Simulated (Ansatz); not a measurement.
C₂H₄BClO, SMILES `O=CCBCl`. Total charge 0; spin multiplicity 1. The geometry is a stationary point of PBE0-D4/def2-TZVP. It is one conformer, not always the lowest.

```xyz
9

O    -1.826    1.274   -0.707
C    -1.304    0.357   -0.138
C     0.097    0.382    0.392
B     1.012   -0.694   -0.270
Cl    2.712   -0.397   -0.492
H    -1.847   -0.600    0.015
H     0.047    0.045    1.443
H     0.508    1.392    0.371
H     0.600   -1.759   -0.614
```

What is the dipole moment at r2SCAN/def2-TZVPP? (Best estimate.)

Ansatz gave: 2.39 D, with components (0.76, -1.51, 1.69) D in this frame, pointing from negative to positive charge.

And with PBE, B3LYP, ωB97M-V? (An estimate is asked.)

Ansatz gave: PBE 2.28 D, B3LYP 2.46 D, ωB97M-V 2.47 D.

Give the Mulliken charges with r2SCAN, ωB97M-V, PBE in def2-TZVPP. (Best estimate.)

The calculation gave: 
| atom | r2SCAN | ωB97M-V | PBE |
| --- | --- | --- | --- |
| O1 | -0.29 | -0.26 | -0.21 |
| C2 | 0.16 | 0.10 | 0.07 |
| C3 | -0.05 | -0.12 | -0.07 |
| B4 | 0.10 | -0.02 | 0.05 |
| Cl5 | -0.12 | -0.09 | -0.10 |
| H6 | 0.03 | 0.08 | 0.05 |
| H7 | 0.07 | 0.11 | 0.10 |
| H8 | 0.07 | 0.11 | 0.09 |
| H9 | 0.02 | 0.08 | 0.02 |

B3LYP here is the variant with VWN-RPA as its local correlation; programs differ in this.
